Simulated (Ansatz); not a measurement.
Mulliken charges of C₂H₄FNSi (`N=C=C(F)[SiH3]`) from B3LYP/def2-TZVPP in Ansatz (PBE0-D4/def2-TZVP geometry).

```tsv
atom	x (Å)	y (Å)	z (Å)	charge (e)
N1	1.053	2.214	-0.091	-0.176
C2	0.661	1.109	-0.421	0.064
C3	0.330	-0.141	-0.658	0.046
F4	0.653	-0.689	-1.861	-0.217
Si5	-0.581	-1.186	0.581	0.258
H6	0.428	2.993	-0.299	0.188
H7	0.223	-2.384	0.933	-0.053
H8	-1.885	-1.631	0.026	-0.055
H9	-0.792	-0.331	1.774	-0.055
```

By hand: the dipole of these point charges (1 e Å = 4.8032 D).

Σ q r = (-0.204, 0.315, 0.308) e Å, of length 0.485 e Å = 2.33 D.

How does the dipole of the full density compare? (Estimate.)

Ansatz gave: (-0.299, 0.222, 0.122) e Å, 1.88 D; the point charges give 1.24 times that, at 28° from its direction.

Point charges leave out the atoms' own dipoles, such as those of lone pairs, and Mulliken's split depends on the basis, so the two needn't agree.

B3LYP here is the variant with VWN-RPA as its local correlation; programs differ in this.
